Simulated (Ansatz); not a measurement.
A search over several starts for the lowest SCF solution of Sb3P⁺, that is PSbSbSb tetrahedron with one electron fewer at the given spin, in a small basis.

```yaml
crystal:
  periodic: [false, false, false]
  atoms:
    - {symbol: P, position_ang: [-1.324533, 0.363027, -0.578683]}
    - {symbol: Sb, position_ang: [-0.299898, -1.047475, 1.308795]}
    - {symbol: Sb, position_ang: [0.736079, 1.450452, 0.504450]}
    - {symbol: Sb, position_ang: [0.888362, -0.766004, -1.234562]}
basis:
  gaussian: {orbitals: def2-SVP}
total_charge: 1
magnetization: {spin_polarized: true, initial_magnetization: 1}
hamiltonian: {xc: pbe0, dispersion: d4}
output: {orbitals: {seedname: orbitals}}
```

```sh
$ ansatz run in.yaml --threads 2 --pin off --events-out ev --progress --plain --max-ram 4352MiB
```

Shortened log:

```
Functional definition: PBE0
1160 factors; integrals over basis functions are off by at most 3.3e-4 eV
mean field evaluation 1: about -28887.6587 eV, gradient 1.9e1 eV
mean field evaluation 2: about -28878.1369 eV, gradient 3.8e1 eV
mean field evaluation 4: about -28890.3120 eV, gradient 3.2e0 eV
mean field evaluation 8: about -28890.4768 eV, gradient 3.1e-1 eV
mean field evaluation 16: about -28890.4783 eV, gradient 4.4e-3 eV
mean field evaluation 32: about -28890.4783 eV, gradient 1.5e-5 eV
mean field evaluation 64: about -28890.4782 eV, gradient 1.1e-3 eV
mean field -28890.47827607 eV, -1061.7054939759 hartree, gradient 2.2e-6 eV, S^2 0.756849; 8 other end points of the search recorded, 0 dependent functions left out
reference -28890.47829791 eV, -1061.7054947786 hartree; 42, 41 occupied and 54, 55 virtual orbitals, 1160 factors
Total energy: -28890.73041858 eV, -1061.7147600425 hartree
```

Hardware: 2 threads of Arm Neoverse V1 on a shared host. Wall time 29 s.

In the def2 sets Sb takes a core potential; there is no spin–orbit coupling.
